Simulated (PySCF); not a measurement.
F3Ga, SMILES [F][Ga+]([F])[F] (connectivity only; charge and spin as stated), charge +1, multiplicity 2.

Geometry: r2SCAN-D4/def2-SVP.

The numbers are results of r2SCAN-D4/def2-SVP run with PySCF, not measurements.

Frequencies are harmonic and unscaled.

```csv
mode,ν (cm⁻¹),IR (km/mol),moving atoms (share of kinetic energy)
1,122,16.3,"F 66 %, Ga 34 %"
2,146,38.2,"F 57 %, Ga 43 %"
3,286,8.8,"F 91 %, Ga 9 %"
4,430,23.4,"F 90 %, Ga 10 %"
5,619,4.6,F 95 %
6,843,43.4,"F 69 %, Ga 31 %"
```
